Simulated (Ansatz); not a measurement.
Frontier orbitals of `[Cl][Ti]([Br])([Br])[Br]`.

Charge 0, multiplicity 1. Correlated methods include outer-core shells of Br, Ti, which these sets cover unevenly. Scalar relativity is left out up to krypton. The structure was optimised at the PBE0-D4/def2-TZVP level. Basis def2-TZVPP, Ansatz.

```csv
functional,HOMO (eV),LUMO (eV),gap (eV)
PBE,-7.56,-4.49,3.07
revPBE,-7.51,-4.42,3.09
BLYP,-7.37,-4.34,3.03
PBE0,-8.79,-3.73,5.06
B3LYP,-8.51,-3.91,4.60
ωB97M-V,-10.87,-1.68,9.19
```

From PBE to PBE0 the HOMO moves by −1.22 eV and the LUMO by +0.76 eV, and with ωB97M-V by −3.31 and +2.81 eV, so the gap grows from 3.07 to 9.19 eV with exact exchange.

B3LYP here is the variant with VWN-RPA as its local correlation; programs differ in this.
